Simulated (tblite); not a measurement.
C8H11 (doublet state).
Bonds: C1–C2, C2–C3, C3–C4 (double), C4–C5, C5–C6 (double), C6–C7, C7–C8, C3–C8. Hydrogens: H9, H10, H11 on C1; H12, H13 on C2; H14 on C4; H15 on C5; H16, H17 on C7; H18, H19 on C8.
Bond orders are those of one Lewis drawing.

Computed with GFN2-xTB (tblite), gas phase: L-BFGS steps from a force-field or distance-geometry start until the largest atomic force falls under 0.01 eV/Å.

Step 25: E = -615.1717 eV
```
atom  x, y, z in Å  |  force x, y, z in eV/Å
C1      2.2223   -0.3603   -1.0283   -0.008  -0.006   0.048
C2      1.5726   -0.6064    0.3388    0.014   0.005   0.007
C3      0.1814   -0.0377    0.4318    0.024  -0.009  -0.043
C4     -0.1350    0.9004    1.3217    0.045  -0.031  -0.005
C5     -1.4826    1.4809    1.3751    0.031   0.010  -0.028
C6     -2.3781    1.0173    0.5438   -0.022   0.020   0.024
C7     -2.2609   -0.0441   -0.4528   -0.006   0.010   0.012
C8     -0.8003   -0.5856   -0.5686   -0.012   0.009   0.004
H9      1.8029   -1.0210   -1.7846    0.027   0.039   0.020
H10     3.2931   -0.5453   -0.9676   -0.036  -0.025  -0.022
H11     2.0709    0.6711   -1.3436    0.013  -0.032   0.042
H12     1.5416   -1.6838    0.5295   -0.005   0.010  -0.017
H13     2.1900   -0.1522    1.1152    0.016   0.018   0.012
H14     0.5910    1.2621    2.0346    0.010   0.054   0.005
H15    -1.6619    2.2745    2.0826   -0.023  -0.016   0.015
H16    -2.5881    0.3347   -1.4248   -0.005  -0.009  -0.016
H17    -2.9395   -0.8570   -0.1812   -0.016  -0.036   0.009
H18    -0.8133   -1.6740   -0.4621   -0.013  -0.013  -0.033
H19    -0.4160   -0.3646   -1.5668   -0.036   0.002  -0.033
```

Step 26: E = -615.1725 eV
```
atom  x, y, z in Å  |  force x, y, z in eV/Å
C1      2.2251   -0.3608   -1.0263   -0.006  -0.001   0.036
C2      1.5725   -0.6052    0.3394   -0.001   0.005  -0.013
C3      0.1811   -0.0349    0.4270    0.032  -0.026  -0.025
C4     -0.1348    0.9018    1.3188    0.049  -0.039  -0.005
C5     -1.4825    1.4808    1.3756    0.032   0.013  -0.032
C6     -2.3782    1.0170    0.5448   -0.037   0.020   0.029
C7     -2.2627   -0.0443   -0.4515    0.025   0.004   0.006
C8     -0.8020   -0.5860   -0.5719    0.021   0.027   0.035
H9      1.8054   -1.0177   -1.7853    0.012   0.024   0.022
H10     3.2951   -0.5499   -0.9666   -0.026  -0.020  -0.010
H11     2.0765    0.6707   -1.3409    0.019  -0.014   0.040
H12     1.5380   -1.6829    0.5287    0.005   0.016  -0.004
H13     2.1885   -0.1502    1.1175    0.003  -0.001  -0.005
H14     0.5909    1.2625    2.0328    0.010   0.050  -0.006
H15    -1.6605    2.2728    2.0849   -0.029  -0.010   0.016
H16    -2.5918    0.3340   -1.4223   -0.013  -0.003  -0.034
H17    -2.9387   -0.8578   -0.1783   -0.035  -0.049   0.014
H18    -0.8118   -1.6746   -0.4626   -0.022   0.002  -0.037
H19    -0.4200   -0.3660   -1.5713   -0.039   0.002  -0.028
```

Step 27: E = -615.1733 eV
```
atom  x, y, z in Å  |  force x, y, z in eV/Å
C1      2.2287   -0.3615   -1.0238    0.001   0.005   0.010
C2      1.5727   -0.6037    0.3395   -0.011  -0.001  -0.022
C3      0.1814   -0.0321    0.4217    0.027  -0.030   0.003
C4     -0.1340    0.9027    1.3157    0.035  -0.027  -0.003
C5     -1.4820    1.4809    1.3757    0.026   0.012  -0.029
C6     -2.3791    1.0170    0.5466   -0.032   0.008   0.025
C7     -2.2647   -0.0447   -0.4498    0.035  -0.005   0.001
C8     -0.8037   -0.5859   -0.5748    0.039   0.035   0.045
H9      1.8093   -1.0139   -1.7861   -0.012   0.002   0.018
H10     3.2972   -0.5557   -0.9652   -0.005  -0.016   0.006
H11     2.0842    0.6701   -1.3379    0.023   0.014   0.036
H12     1.5342   -1.6814    0.5272    0.015   0.012   0.012
H13     2.1869   -0.1483    1.1194   -0.008  -0.018  -0.018
H14     0.5907    1.2638    2.0311    0.011   0.039  -0.022
H15    -1.6600    2.2709    2.0874   -0.026  -0.010   0.010
H16    -2.5964    0.3330   -1.4199   -0.016  -0.004  -0.033
H17    -2.9386   -0.8595   -0.1747   -0.036  -0.041   0.014
H18    -0.8111   -1.6748   -0.4635   -0.027   0.020  -0.037
H19    -0.4254   -0.3674   -1.5763   -0.038   0.003  -0.015
```

Step 28: E = -615.1739 eV
```
atom  x, y, z in Å  |  force x, y, z in eV/Å
C1      2.2323   -0.3620   -1.0219    0.008   0.008  -0.014
C2      1.5728   -0.6025    0.3389   -0.010  -0.009  -0.020
C3      0.1822   -0.0302    0.4174    0.012  -0.020   0.026
C4     -0.1330    0.9030    1.3133    0.012  -0.002   0.000
C5     -1.4814    1.4812    1.3753    0.014   0.009  -0.022
C6     -2.3807    1.0170    0.5486   -0.013  -0.011   0.014
C7     -2.2665   -0.0452   -0.4481    0.020  -0.010  -0.001
C8     -0.8047   -0.5852   -0.5765    0.029   0.030   0.031
H9      1.8132   -1.0107   -1.7867   -0.033  -0.014   0.011
H10     3.2993   -0.5613   -0.9633    0.015  -0.012   0.018
H11     2.0922    0.6698   -1.3350    0.025   0.037   0.031
H12     1.5312   -1.6799    0.5256    0.022  -0.001   0.023
H13     2.1854   -0.1472    1.1204   -0.012  -0.027  -0.022
H14     0.5904    1.2657    2.0297    0.014   0.027  -0.034
H15    -1.6602    2.2692    2.0896   -0.016  -0.015  -0.001
H16    -2.6008    0.3318   -1.4183   -0.011  -0.010  -0.016
H17    -2.9393   -0.8615   -0.1712   -0.018  -0.018   0.006
H18    -0.8113   -1.6744   -0.4647   -0.026   0.030  -0.033
H19    -0.4310   -0.3684   -1.5805   -0.031   0.007   0.001
```

Task: Estimate the geometry and energy of step 29. (The exact step hangs on the optimiser's Hessian estimate; all steps are aligned on step 28, rigid shifts and turns removed.)

Result: E = -615.1744 eV, largest force 0.058 eV/Å
```
atom  x, y, z in Å  |  force x, y, z in eV/Å
C1      2.2355   -0.3623   -1.0207    0.011   0.008  -0.028
C2      1.5729   -0.6018    0.3379   -0.003  -0.016  -0.011
C3      0.1831   -0.0290    0.4147   -0.005  -0.007   0.035
C4     -0.1321    0.9033    1.3115   -0.008   0.021   0.002
C5     -1.4807    1.4816    1.3746    0.001   0.003  -0.012
C6     -2.3823    1.0167    0.5504    0.007  -0.026   0.002
C7     -2.2677   -0.0458   -0.4468   -0.005  -0.010   0.001
C8     -0.8051   -0.5841   -0.5772    0.003   0.016   0.006
H9      1.8159   -1.0084   -1.7871   -0.042  -0.018   0.004
H10     3.3014   -0.5660   -0.9615    0.022  -0.009   0.024
H11     2.0993    0.6702   -1.3324    0.026   0.045   0.025
H12     1.5293   -1.6786    0.5246    0.026  -0.014   0.026
H13     2.1842   -0.1469    1.1205   -0.008  -0.027  -0.018
H14     0.5902    1.2677    2.0281    0.020   0.019  -0.038
H15    -1.6607    2.2677    2.0911   -0.006  -0.018  -0.010
H16    -2.6044    0.3307   -1.4172   -0.002  -0.018   0.006
H17    -2.9404   -0.8633   -0.1684    0.005   0.005  -0.002
H18    -0.8121   -1.6735   -0.4662   -0.021   0.031  -0.026
H19    -0.4360   -0.3690   -1.5836   -0.019   0.015   0.014
```

The energy changes by -0.0005 eV. The first-order estimate −F·Δx gives -0.0007 eV and the mean of the old and new forces, exact on a quadratic surface, -0.0005 eV. The step makes an angle of 72° with the force vector and moves no atom by more than 0.008 Å.

What follows is the cost of the whole relaxation. Time: 0.53 s wall. Hardware: one thread of an Arm Neoverse V2, no GPU, shared host with 192 logical CPUs at a one-minute load of 59.
